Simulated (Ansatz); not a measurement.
Ideal-gas functions of `[F][Ge]([F])([Cl])[Cl]` at 600 K and 1 bar, from an Ansatz frequency run at PBE0-D4/def2-TZVP.

Molar mass 181.51 g/mol, point group C2v (symmetry number 2), electronic degeneracy 1, moments of inertia 194.554, 288.054, 341.394 u Å². Harmonic wavenumbers (cm⁻¹, unscaled): 137, 165, 194, 239, 243, 442, 492, 745, 765.

Use S(trans) = R[1.5 ln M + 2.5 ln T − 1.1517]; rotational temperatures θ = 24.2544 K / I; S(rot) = R[ln(√π/σ · √(T³/θAθBθC)) + 1.5]; for each mode x = 1.438777 ν̃/T, S = R[x/(eˣ − 1) − ln(1 − e⁻ˣ)] and H = RT x/(eˣ − 1); 1 cm⁻¹ = 0.0119627 kJ/mol; R = 8.31446 J/(mol·K).

By hand: the entropy, in J/(mol·K).

Translation 188.3. Rotation: θ = 0.1247, 0.0842, 0.071 K, giving 121.2. Vibration, mode by mode: 17.61, 16.08, 14.75, 13.06, 12.92, 8.21, 7.41, 4.51, 4.35, in all 98.9. Electronic 0.0. Sum 408.4 J/(mol·K).

By hand: H − E and G − E in kJ/mol, counted from the electronic energy.

Zero-point energy ½ × 3422 × 0.0119627 = 20.5; thermal vibration 28.5; translation, rotation and pV give 4 RT = 20.0. H − E = 69.0 kJ/mol, and G − E = 69.0 − 600 × 408.4/1000 = -176.0 kJ/mol.

Vibration gives 24 % of the entropy, 17.6 J/(mol·K) of it from the mode under 150 cm⁻¹: soft modes count most, and the harmonic formula is weakest for them.
